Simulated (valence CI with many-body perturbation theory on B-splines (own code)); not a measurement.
## Ho28+: M1 decay

Computed by relativistic CI+MBPT: three valence electrons over a frozen Dirac-Fock core [Kr], radial functions for each j: 7 s, 7 p, 8 d, 6 f, 4 g, 1 h, with the one-electron correlation potential Σ1, the two-electron term Σ2, the three-electron term Σ3, Breit, model QED; selected CI, second order for the rest, scaled by the run's own slope (own B-spline code, finite nucleus).

No measured spectrum was set against this ion. As an estimate, large intervals hold to a few tenths of a per cent, small ones and those within an open d or f shell to about a per cent. The list stops below the first excitations out of the core.

Lines 51 to 66 of 66 in falling wavelength, among levels below 837430 cm⁻¹, chosen from the decays that carry over 1 % of a level's rate. Wavelengths and rates use the calculated energies. S is in atomic units (e²a₀⁴ for E2 and M2, e²a₀⁶ for E3), for M1 in squared Bohr magnetons. Weak lines are less certain than strong ones. Lines between different terms over intervals too small for the method are left out, as are lines whose strength nearly cancels. The highest levels of a list are the least certain.

Levels are named by their leading jj configuration (3d3/2^4 stands for four electrons in 3d with j = 3/2), which in mixed levels can hold well under half, so a name can repeat and another be missing. Letters in brackets count levels of one name in rising energy.

```
λ vac (Å)                      Upper                      Lower  Type   A (s⁻¹)  S (a.u.)
    715.4  (4d3/2^2 4d5/2) J=5/2 [b]            (4d3/2^3) J=3/2    M1  8.27e+02  6.74e-02
    711.2  (4d3/2 4d5/2^2) J=5/2 [b]  (4d3/2^2 4d5/2) J=5/2 [a]    M1  4.40e+02  3.52e-02
    677.0  (4d3/2 4d5/2^2) J=7/2 [b]  (4d3/2^2 4d5/2) J=5/2 [a]    M1  5.89e+02  5.42e-02
    623.3            (4d5/2^3) J=9/2      (4d3/2^2 4d5/2) J=7/2    M1  3.10e+02  2.78e-02
    621.5            (4d5/2^3) J=5/2  (4d3/2 4d5/2^2) J=7/2 [a]    M1  5.13e+03  2.74e-01
    603.4  (4d3/2 4d5/2^2) J=3/2 [b]      (4d3/2^2 4d5/2) J=3/2    M1  1.85e+03  6.04e-02
    578.8            (4d5/2^3) J=5/2  (4d3/2^2 4d5/2) J=5/2 [b]    M1  2.04e+03  8.80e-02
    576.7  (4d3/2 4d5/2^2) J=3/2 [a]            (4d3/2^3) J=3/2    M1  5.96e+02  1.70e-02
    554.2      (4d3/2 4d5/2^2) J=1/2            (4d3/2^3) J=3/2    M1  1.78e+02  2.24e-03
    542.6  (4d3/2 4d5/2^2) J=3/2 [b]  (4d3/2^2 4d5/2) J=5/2 [a]    M1  3.72e+03  8.80e-02
    522.6  (4d3/2 4d5/2^2) J=5/2 [a]            (4d3/2^3) J=3/2    M1  4.18e+02  1.33e-02
    507.5            (4d5/2^3) J=3/2      (4d3/2^2 4d5/2) J=1/2    M1  4.06e+02  7.87e-03
    492.1  (4d3/2 4d5/2^2) J=5/2 [b]            (4d3/2^3) J=3/2    M1  1.46e+02  3.86e-03
    478.1            (4d5/2^3) J=3/2      (4d3/2^2 4d5/2) J=3/2    M1  6.12e+02  9.93e-03
    442.4            (4d5/2^3) J=5/2      (4d3/2^2 4d5/2) J=7/2    M1  4.20e+02  8.10e-03
    439.1            (4d5/2^3) J=3/2  (4d3/2^2 4d5/2) J=5/2 [a]    M1  4.44e+02  5.57e-03
```
